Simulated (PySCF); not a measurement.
## How the method moves the HOMO and LUMO of `O[SiH](O)CCl`

Species: CH₅ClO₂Si.
Atom-mapped SMILES: `[OH:1][SiH:2]([OH:3])[CH2:4][Cl:5]` (hydrogens: H6 on O1; H7 on Si2; H8 on O3; H9, H10 on C4)

Structure used (PBE0-D3(BJ)/def2-SVP), in Å, numbered top down from 1:
```xyz
10
CH5ClO2Si angstrom
O     -0.3929   -0.4253    0.7228
Si     0.2497    1.0591    0.3828
O     -0.9249    2.2157    0.5420
C      1.5830    1.3614    1.6731
Cl     2.1022    3.0754    1.4920
H     -1.0819   -0.7604    0.1425
H      0.8438    1.0894   -0.9843
H     -0.5956    3.1056    0.7090
H      1.1969    1.2336    2.6947
H      2.4698    0.7237    1.5522
```

Basis pcSseg-2 throughout (PySCF), one geometry. The structure is a single PBE0-D3(BJ)/def2-SVP conformer in the gas phase; no vibrational or solvent corrections.

Q: How do the orbital energies, the gap and the dipole change with the method?

A: 
```json
{"method": "BLYP", "kind": "GGA", "HOMO (eV)": "-6.77", "LUMO (eV)": "-1.02", "gap (eV)": "5.75", "μ (D)": "0.90", "SCF cycles": "15"}
{"method": "OPBE", "kind": "GGA", "HOMO (eV)": "-6.83", "LUMO (eV)": "-0.96", "gap (eV)": "5.87", "μ (D)": "0.89", "SCF cycles": "16"}
{"method": "PBE", "kind": "GGA", "HOMO (eV)": "-6.87", "LUMO (eV)": "-1.10", "gap (eV)": "5.77", "μ (D)": "0.89", "SCF cycles": "15"}
{"method": "B97-D", "kind": "GGA", "HOMO (eV)": "-6.89", "LUMO (eV)": "-0.97", "gap (eV)": "5.91", "μ (D)": "0.93", "SCF cycles": "16"}
{"method": "BP86", "kind": "GGA", "HOMO (eV)": "-6.98", "LUMO (eV)": "-1.14", "gap (eV)": "5.84", "μ (D)": "0.91", "SCF cycles": "15"}
{"method": "KT2", "kind": "GGA", "HOMO (eV)": "-6.99", "LUMO (eV)": "-1.22", "gap (eV)": "5.77", "μ (D)": "0.95", "SCF cycles": "16"}
{"method": "LDA", "kind": "LDA", "HOMO (eV)": "-7.00", "LUMO (eV)": "-1.31", "gap (eV)": "5.69", "μ (D)": "0.90", "SCF cycles": "15"}
{"method": "KT3", "kind": "GGA", "HOMO (eV)": "-7.01", "LUMO (eV)": "-1.20", "gap (eV)": "5.81", "μ (D)": "0.93", "SCF cycles": "16"}
{"method": "B97-2", "kind": "global hybrid", "HOMO (eV)": "-8.01", "LUMO (eV)": "-0.13", "gap (eV)": "7.88", "μ (D)": "0.96", "SCF cycles": "13"}
{"method": "B3LYP", "kind": "global hybrid", "HOMO (eV)": "-8.04", "LUMO (eV)": "-0.41", "gap (eV)": "7.63", "μ (D)": "0.96", "SCF cycles": "14"}
{"method": "PBE0", "kind": "global hybrid", "HOMO (eV)": "-8.26", "LUMO (eV)": "-0.12", "gap (eV)": "8.14", "μ (D)": "0.96", "SCF cycles": "13"}
{"method": "mPW1PW91", "kind": "global hybrid", "HOMO (eV)": "-8.29", "LUMO (eV)": "-0.12", "gap (eV)": "8.17", "μ (D)": "0.96", "SCF cycles": "13"}
{"method": "BHandHLYP", "kind": "global hybrid", "HOMO (eV)": "-9.56", "LUMO (eV)": "0.66", "gap (eV)": "10.22", "μ (D)": "1.04", "SCF cycles": "12"}
{"method": "CAM-B3LYP", "kind": "range-separated hybrid", "HOMO (eV)": "-9.67", "LUMO (eV)": "0.77", "gap (eV)": "10.45", "μ (D)": "0.99", "SCF cycles": "12"}
{"method": "wB97X-D", "kind": "range-separated hybrid", "HOMO (eV)": "-10.15", "LUMO (eV)": "1.69", "gap (eV)": "11.84", "μ (D)": "1.00", "SCF cycles": "13"}
{"method": "LC-wPBE", "kind": "range-separated hybrid", "HOMO (eV)": "-11.03", "LUMO (eV)": "2.02", "gap (eV)": "13.05", "μ (D)": "0.99", "SCF cycles": "14"}
{"method": "HF", "kind": "Hartree–Fock", "HOMO (eV)": "-11.55", "LUMO (eV)": "2.54", "gap (eV)": "14.09", "μ (D)": "1.15", "SCF cycles": "11"}
```

The HOMO spans 4.78 eV, from BLYP down to HF, and the gap runs from 5.69 eV (LDA) to 14.09 eV (HF). Over the methods BLYP (0 %), OPBE (0 %), PBE (0 %), B97-D (0 %), BP86 (0 %), KT2 (0 %), LDA (0 %), KT3 (0 %), B97-2 (21 %), B3LYP (20 %), PBE0 (25 %), mPW1PW91 (25 %), BHandHLYP (50 %), HF (100 %), a straight line through the gap against the share of exact exchange rises by 0.84 eV for each 10 % (correlation coefficient 0.998). The dipole ranges from 0.89 D (PBE) to 1.15 D (HF). This basis has no diffuse functions.

The vertical ΔSCF ionisation energy at wB97X-D/def2-SVPD is 10.61 eV; −ε(HOMO) comes closest to it with LC-wPBE (11.03 eV).
